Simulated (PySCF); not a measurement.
Species: C4H14Ge2.
SMILES: `C[C](C)(C)[GeH2][GeH3]`

Computed with PySCF at wB97X-D/def2-SVPD, non-relativistic, on one gas-phase PBE0-D3(BJ)/def2-SVP geometry that isn't relaxed in the solvent. The solvent is an IEF-PCM continuum (van der Waals radii × 1.2), and excitations are vertical TDDFT with non-equilibrium linear response and a frozen core. The model holds no explicit solvent molecules, cavitation or dispersion. Spin–orbit coupling is left out although an atom past zinc is present.

| run | E − E(gas) (kcal/mol) | HOMO (eV) | HOMO–LUMO gap (eV) | dipole (D) | lowest singlet (eV) | static polarisability (au) |
| --- | --- | --- | --- | --- | --- | --- |
| gas | 0.00 | -9.26 | 10.98 | 0.97 | 7.09 | 117.1 |
| P | -0.84 | -9.10 | 10.88 | 1.27 | 7.08 | 166.9 |
| Q | -0.61 | -9.13 | 10.91 | 1.19 | 7.07 | 150.1 |

The runs were made in acetonitrile and chloroform. Which run belongs to which solvent?

P = acetonitrile, Q = chloroform. The dielectric constants are 4.711 (chloroform), 35.69 (acetonitrile), and the energy falls further as ε rises. The optical constants n² used for the excitations are 2.09, 1.81 in the same order. In this model the ground state sees the solvent through ε alone.

How constant is the ratio of the lowering to (ε − 1)/(2ε + 1)?

```json
{"solvent": "chloroform", "(ε − 1)/(2ε + 1)": "0.356", "E − E(gas) (kcal/mol)": "-0.61", "ratio (kcal/mol)": "-1.7", "polarisation term (kcal/mol)": "-0.65"}
{"solvent": "acetonitrile", "(ε − 1)/(2ε + 1)": "0.479", "E − E(gas) (kcal/mol)": "-0.84", "ratio (kcal/mol)": "-1.8", "polarisation term (kcal/mol)": "-0.92"}
```

The ratio changes by +2.7 % in size from chloroform to acetonitrile. The polarisation term is half the interaction of the solute with the induced surface charges.

Conformer computed: `[CH3:1][C:2]([CH3:3])([CH3:4])[GeH2:5][GeH3:6]`: C1–C2–Ge5–Ge6 -59°.

Note: wB97X-D ran without an empirical dispersion term, which enters the total energy and its gradient alone.
